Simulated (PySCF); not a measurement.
Computed data sheet: `C#C/C(Cl)=C(/CCF)OC(F)F`

C₇H₆ClF₃O.
Geometry (GFN2-xTB, Å), atoms numbered from 1 in this order:
```
atom  x, y, z in Å
C1    -2.4989    2.6185   -1.0356
C2    -1.4870    2.1155   -0.6282
C3    -0.2653    1.5882   -0.1746
Cl4    1.0880    2.6750   -0.2528
C5    -0.1134    0.3482    0.3213
C6     1.1977   -0.1992    0.8086
C7     2.1461   -0.5775   -0.3314
F8     1.6382   -1.6331   -1.0518
O9    -1.2724   -0.4003    0.4460
C10   -1.2286   -1.7491    0.3222
F11   -1.0024   -2.3451    1.5257
F12   -2.4441   -2.1602   -0.0619
H13   -3.4011    3.0264   -1.3823
H14    1.0271   -1.0696    1.4436
H15    1.6987    0.5675    1.4034
H16    2.2783    0.2476   -1.0358
H17    3.1132   -0.9048    0.0608
H18   -0.4831   -2.1418   -0.3887
```

Structural features include: alkyne, C=C double bond, ether, C–F bond and C–Cl bond.

**GFN2-xTB geometry**

```yaml
Point_group_of_the_GFN2-xTB_geometry: C1
Rotational_constants_A_B_C_of_the_GFN2-xTB_geometry: 0.960, 0.593, 0.418 GHz
```

From PBE0/pcSseg-1 ground state and GIAO shieldings, non-relativistic (PySCF):

```yaml
Dipole_moment: 2.46 D
HOMO_energy: -7.05 eV
LUMO_energy: -1.39 eV
HOMO–LUMO_gap: 5.66 eV
Lowest_Hirshfeld_atomic_charge: -0.11 e on F8/F11
Highest_Hirshfeld_atomic_charge: +0.21 e on C10
13C_chemical_shifts_computed_TMS_as_zero_by_class: 167.7 (C5), 124.2 (C10), 115.3 (C3), 99.6 (C1), 85.1 (C7), 80.0 (C2), 36.2 (C6) ppm
1H_chemical_shifts_computed_TMS_as_zero_by_class: 6.88 (H18), 5.03 (H16/H17), 3.43 (H13), 3.08 (H14/H15) ppm
Isotropic_shieldings_of_nuclei_other_than_C_and_H_by_class: 148 (O9), 269 (F11/F12), 418 (F8), 724 (Cl4) ppm
Mayer_bond_orders_between_heavy_atoms: C1–C2 2.33, C2–C3 0.94, C3–Cl4 1.19, C3–C5 1.62, C5–C6 1.05, C6–C7 1.02, C7–F8 0.87, C5–O9 0.98, O9–C10 1.00, C10–F11 0.95, C10–F12 1.02
```

Monoisotopic mass from the formula: 198.0059 u.

With B = h/(8π²I), that is 505.379 GHz u Å² over I, the principal moments of inertia are 526.6, 851.8 and 1210.0 u Å² (most abundant isotopes). A dipole of 2.46 D is allowed in C1, and pure rotational transitions are dipole-allowed. The dipole matches unit charges of opposite sign 0.51 Å apart (1 e·Å = 4.8032 D). The rotational constants make it an asymmetric top with κ = (2B − A − C)/(A − C) = -0.35, nearer the prolate limit (−1).

The structure is a single GFN2-xTB conformer in the gas phase; no vibrational or solvent corrections. NMR classes are plain means over equivalent atoms (diastereotopic ones count apart unless rotation or inversion swaps them), as if these changed places fast; in this geometry the members of some classes differ.

For the NMR shielding job (PBE0/pcSseg-1), time: 59 s of wall time. Hardware: an x86-64 server with one thread (shared host).
